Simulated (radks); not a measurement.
Species: Ca III. Configuration: [Ne] 3s2 3p(1/2: 1, 3/2: 4) 4s1 (not the ground configuration). Calculated with a radial shooting solver on a logarithmic mesh with Libxc functionals: Dirac Kohn-Sham, PBE, spin-unpolarised, spherical densities, finite nucleus; Fermi nuclear charge, rms radius 3.4776 fm.

Normalised radial functions P(r) = r R(r) (large component), r in bohr:

```
   r/bohr * 2s1/2, o 3p1/2, + 3p3/2 (the largest magnitude, 1.72, reaches the edge; | marks zero, & curves that meet)
 0.006289                             &    *
 0.009307                             &     *
  0.01377                             &       *
  0.02055                             +o         *
  0.03041                             |&           *
    0.045                             | &          *
   0.0666                             |  &      *
  0.09936                             |*   &
    0.147                  *          |      &
   0.2176      *                      |       &
   0.3221  *                          |    &
   0.4805          *               &  |
    0.711                 &   *       |
    1.052              &            * |
    1.557                  &          *
    2.305                        +o   *
    3.438                            &*
    5.089                             &
    7.531                             &
```

2s1/2: eigenvalue -440.04 eV, 1 radial node at r = 0.104 bohr, <r> = 0.364 bohr, 90 % of the charge inside 0.567 bohr. 3p1/2: eigenvalue -50.495 eV, 1 radial node at r = 0.416 bohr, <r> = 1.21 bohr, 90 % of the charge inside 1.85 bohr. 3p3/2: eigenvalue -50.075 eV, 1 radial node at r = 0.419 bohr, <r> = 1.22 bohr, 90 % of the charge inside 1.86 bohr.
